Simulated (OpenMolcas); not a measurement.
## d8 ions of charge +3 down a group on the Mg site of KMgF3

```json
{
 "Program": "OpenMolcas 26.06",
 "Method": "SS-CASPT2, IPEA 0.25 Eh, imaginary shift 0.1 Eh",
 "Spin-orbit coupling": "RASSI with atomic mean-field integrals over the reference wave functions"
}
```

The d shell is active; CASPT2 correlates the ligand valence shells and the outer metal core. Each dopant is a cluster with its nearest anions in model potentials and point charges, with no relaxation and no local charge compensation. Distances were set from a Shannon-type radius of the metal (high-spin where two are listed) plus a fixed donor radius (F 1.31 Å), in hosts weighted 0.65 to 0.35 with the host's distance in the model lattice. Ligand basis ANO-RCC-VDZP, DKH2 Hamiltonian. States (labels of O, the rotations of Oh). Energies in cm-1 above the lowest state or level, χT in cm3 K/mol. Spin-only χT is S(S+1) / 2 for the spin of the ground state.

```tsv
Ion	Shell	R (Å)	Metal basis	Ground state	First state of that spin	First gap with spin-orbit (degeneracies)	χT at 300 K	First state of another spin	Spin-only χT
Ag3+	4d8	2.034	ANO-RCC-VTZP	3A2	3T2 22500	4860 (3, 2)	1.213	1E 4910	1.000
Au3+	5d8	2.099	ANO-RCC-VTZP	3A2	3T2 23370	5390 (3, 2)	1.501	1E 5820	1.000
```

Every ion keeps the highest spin of its shell. χT departs most from the spin-only value for Au3+, by +0.501 cm3 K/mol.

Roots that are degenerate in the reference are averaged as groups; the widest CASPT2 spread within a group is 2400 cm-1 (the 3-fold group of multiplicity 1 near 25500 cm-1 above the lowest state of its run, Ag3+). Shifts and gaps below about the spread of the groups concerned are not significant. Over all roots computed the reference weight is 0.66 to 0.72 in Ag3+, 0.69 to 0.72 in Au3+; the roots of lowest weight are the least certain, and an intruder state may touch them. Real 4d8 and 5d8 ions are as a rule square planar and diamagnetic. Ligand-to-metal charge-transfer states are missing. With no ligand orbital active B as a rule stays too high, so bands that hang on it stand too high and its fall with covalency is understated. With one d shell and no ligand orbital active, 10Dq can be off by a tenth or more. The least metal-like active orbital is 76 % on the metal (Löwdin) and no ligand orbital is active, so the numbers are rough (holds for Ag3+). The least metal-like active orbital is 78 % on the metal (Löwdin) and no ligand orbital is active, so the numbers are rough (holds for Au3+). No measured value stands beside these numbers; the geometry was set by hand and not optimised.
